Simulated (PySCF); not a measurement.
Selenium: a sound run and one with changed settings

Sound run: Se [Ar] 3d10 4s2 4p4, Se+ [Ar] 3d10 4s2 4p3. All numbers are calculated (PySCF 2.14, scalar relativity by spin-free X2C-1e, in cc-pVDZ-DK (5s4p2d, 27 functions)). In the sound run the correlated levels freeze [Ar] 3d10. The sound run starts from symmetry-adapted Hartree-Fock orbitals and uses a fine grid where one is needed.

Changed run: basis STO-3G, all-electron and non-relativistic. This setting is unsound on purpose.

| species | method | sound run (hartree) | changed run (hartree) | converged |
| --- | --- | --- | --- | --- |
| Se | UHF | -2427.95937 | -2373.52734 | yes |
| Se | M06-2X | -2429.82087 | -2374.81051 | yes |
| Se | M06-L | -2429.61345 | -2374.86417 | yes |
| Se | MP2 | -2428.03040 | -2373.52734 | yes |
| Se+ | UHF | -2427.64684 | -2373.29984 | yes |
| Se+ | M06-2X | -2429.46962 | -2374.53698 | yes |
| Se+ | M06-L | -2429.26212 | -2374.58455 | yes |
| Se+ | MP2 | -2427.70305 | -2373.29984 | yes |

Ionisation energy of Se:

```tsv
method	sound run (eV)	changed run (eV)
UHF	8.504	6.191
M06-2X	9.558	7.443
M06-L	9.560	7.609
MP2	8.907	6.191
SCS-MP2	8.927	6.191
```

A minimal basis cannot let orbitals breathe on ionisation and holds almost no correlation. The Hamiltonian changed with the basis, so the totals do not compare.

For comparison, NIST gives 9.752 eV between the lowest levels.
